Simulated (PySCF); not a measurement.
**Interval between two levels of Ge³⁺ by level of theory**

Ge³⁺ [Ar] 3d10 4s1 [2S1/2, M_J = 1/2] → Ge³⁺ [Ar] 3d9 4s2 [2D5/2, M_J = 5/2], as a difference of total energies. Calculation: PySCF 2.14, in x2c-SVPall-2c with one added diffuse shell each of s, p, d type (6s7p4d, 47 functions); the two-component X2C-1e Hamiltonian. Correlated levels: [Ne] frozen. "Screened" scales the spin-orbit matrix elements by Boettger's factors to mimic the two-electron term; Breit and QED terms are absent.

```
                    method  interval between two levels (cm⁻¹)
           GHF (spin-free)                              214550
          GMP2 (spin-free)                              222660
 GHF (screened spin-orbit)                              212660
GMP2 (screened spin-orbit)                              220780
```
